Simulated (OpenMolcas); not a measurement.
**Nb3+: effect of the metal basis**

Nb3+ with its 6 nearest bromide ions at 2.677 Å, on the Y site of Cs2NaYBr6 (a = 11.3047 Å, distance in the model lattice 2.765 Å). The rest of the host is ab initio model potentials to 7.6 Å and point charges beyond; the distance is set by hand and nothing relaxes.

- Program: OpenMolcas 26.06
- Method: SS-CASPT2, IPEA 0.25 Eh, imaginary shift 0.1 Eh (closed shells correlated: 4s 4p and the ligand valence shells)
- Spin-orbit coupling: state interaction with AMFI integrals over the reference wave functions

Fixed: ligand basis ANO-RCC-VDZP, active space 2 electrons in 5 orbitals (4d), DKH2 Hamiltonian.

States (labels of O, the rotations of Oh). Energies in cm-1 above the lowest state or level, χT in cm3 K/mol; under a threefold ground state the first gap can be a small split of the lowest multiplet, not the spin-orbit step; 10Dq and B are least-squares fits to the states below 45000 cm-1, weighted by degeneracy, with a free offset, and given where the rms deviation is under 5 % of |10Dq| (or 100 cm-1) and under 700 cm-1.

```json
{"Run": "A", "Metal basis": "ANO-RCC-VDZP", "Ground state": "3T1", "First state of that spin": "3T2 17320", "10Dq": "18046", "B (rms of fit)": "455 (231)", "First gap with spin-orbit (degeneracies)": "21 (2, 3)", "χT at 300 K": "0.461", "First state of another spin": "1T2 6510", "Cost": "roughly 4 core-minutes"}
{"Run": "B", "Metal basis": "ANO-RCC-VTZP", "Ground state": "3T1", "First state of that spin": "3T2 16930", "10Dq": "17683", "B (rms of fit)": "446 (340)", "First gap with spin-orbit (degeneracies)": "22 (2, 3)", "χT at 300 K": "0.460", "First state of another spin": "1T2 5930", "Cost": "roughly 4 core-minutes"}
```

Against A, |10Dq| changes by -2.0 % in B.

Costs are those of the CASPT2 steps.

Roots that are degenerate in the reference are averaged as groups; the widest CASPT2 spread within a group is 570 cm-1 (the 3-fold group of multiplicity 1 near 22900 cm-1 above the lowest state of its run, B). Shifts and gaps below about the spread of the groups concerned are not significant. Over all roots computed the reference weight is 0.68 to 0.69 in A, 0.68 to 0.69 in B; a low but even weight reflects the number of correlated electrons. An orbital triplet at a regular site is open to Jahn-Teller coupling, which can distort the site and quench the lowest spin-orbit gaps and is left out. The least metal-like active orbital is 78 % on the metal (Löwdin) and no ligand orbital is active, so the numbers are rough. Ligand-to-metal charge-transfer states are missing. With no ligand orbital active B as a rule stays too high, so bands that hang on it stand too high and its fall with covalency is understated. With one d shell and no ligand orbital active, 10Dq can be off by a tenth or more. No measured value stands beside these numbers; the geometry was set by hand and not optimised.
